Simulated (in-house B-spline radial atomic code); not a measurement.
Values are calculated unless marked as measured or tabulated.
# Weak and strong correlation along the adiabatic connection

Two-electron singlets in several external potentials (atomic units), by full CI in B-splines with partial waves to l = 8 (correlation energies up to 0.6 % small). The repulsion is scaled by λ at fixed density; W(λ) is the mean repulsion less the Hartree energy, W(0) = E_x, and the area under W from 0 to 1 is E_xc.

One system gave this curve:

```json
{"λ": "0", "W (hartree)": "-0.69518"}
{"λ": "0.02", "W (hartree)": "-0.69717"}
{"λ": "0.05", "W (hartree)": "-0.7001"}
{"λ": "0.12", "W (hartree)": "-0.70672"}
{"λ": "0.25", "W (hartree)": "-0.71824"}
{"λ": "0.4", "W (hartree)": "-0.7304"}
{"λ": "0.6", "W (hartree)": "-0.74497"}
{"λ": "0.8", "W (hartree)": "-0.75794"}
{"λ": "1", "W (hartree)": "-0.76954"}
{"λ": "1.4", "W (hartree)": "-0.78937"}
{"λ": "2", "W (hartree)": "-0.81276"}
{"λ": "3", "W (hartree)": "-0.84066"}
{"λ": "4.5", "W (hartree)": "-0.86787"}
{"λ": "7", "W (hartree)": "-0.89473"}
```

Which system is it?
A. −Z exp(−kr)/r, Z = 1.48, k = 0.0476
B. ω²r²/2 − Z/r, ω = 2.42, Z = 3
C. −Z/r, Z = 4.44, wall at 0.401 bohr
D. −Z/r, Z = 0.75, wall at 1.4 bohr

A. The exchange energy sets the size: −Z exp(−kr)/r, Z = 1.48, k = 0.0476: E_x = -0.695, E_c = -0.0409; −Z/r, Z = 4.44, wall at 0.401 bohr: E_x = -5.04, E_c = -0.0476; ω²r²/2 − Z/r, ω = 2.42, Z = 3: E_x = -2.02, E_c = -0.0427; −Z/r, Z = 0.75, wall at 1.4 bohr: E_x = -1.33, E_c = -0.0463 hartree.
